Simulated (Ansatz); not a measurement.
```xyz
12

C     1.367   -1.933   -0.245
C     0.942   -0.737   -0.628
Cl    0.748   -0.382   -2.323
Si    0.464    0.671    0.512
Si   -1.796    1.205    0.220
H     1.608   -2.720   -0.952
H     1.486   -2.147    0.811
H     0.730    0.225    1.907
H     1.313    1.852    0.201
H    -2.632   -0.003    0.448
H    -2.041    1.717   -1.153
H    -2.189    2.252    1.202
```

Charge 0, multiplicity 1.

(1) List the B3LYP/def2-TZVPP orbital energies in eV (Ansatz). (Estimate.)

## Answers

(1) The calculation gave: Occupied: -2762.80, -1799.12, -1798.89, -278.44, -277.34, -257.51, -196.60, -196.38, -196.36, -143.68, -143.47, -99.00, -98.99, -98.98, -98.78, -98.78, -98.78, -23.92, -20.60, -16.35, -15.00, -13.91, -12.78, -12.01, -10.51, -10.14, -9.87, -9.56, -9.38, -8.41, -8.24, -7.35. Lowest empty: -1.04, -0.16, 0.13, 0.47, 0.58, 0.87, 1.26, 1.84.

B3LYP here is the variant with VWN-RPA as its local correlation; programs differ in this.
